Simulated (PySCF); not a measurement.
Delta-SCF ions had no search for a lower state. Excitations are Tamm–Dancoff values on a coarser integration grid. The basis has no diffuse functions, so Rydberg states are missing or too high.

Cartesian coordinates (Å):
SMILES: CC([SiH2]Cl)C
```xyz
14

C     -1.1297    -1.0484     0.3615
C     -0.0822     0.0201     0.6719
C     -0.5535     1.4109     0.2614
Si     1.5328    -0.4449    -0.1531
Cl     3.0052     0.9224     0.3168
H     -2.0755    -0.8172     0.8609
H     -1.3366    -1.1022    -0.7120
H     -0.8169    -2.0428     0.6906
H      0.1142     0.0171     1.7517
H     -0.7425     1.4615    -0.8154
H     -1.4885     1.6674     0.7691
H      0.1825     2.1797     0.5061
H      2.0058    -1.7766     0.3020
H      1.3848    -0.4469    -1.6315
```
Charge 0, multiplicity 1.

Q: What is the computed dipole moment, S1 excitation (TDA), HOMO–LUMO gap, T1 excitation (TDA), HOMO, S1 oscillator strength, LUMO and vertical ionisation energy (Delta-SCF) (PBE0-D4/def2-TZVP (PySCF 2.14.0))?

A: 
| Quantity | Result |
|---|---|
| dipole moment | 1.96 D |
| S1 excitation (TDA) | 7.21 eV |
| HOMO–LUMO gap | 8.58 eV |
| T1 excitation (TDA) | 6.83 eV |
| HOMO | -8.17 eV |
| S1 oscillator strength | 0.006 |
| LUMO | 0.41 eV |
| vertical ionisation energy (Delta-SCF) | 10.09 eV |
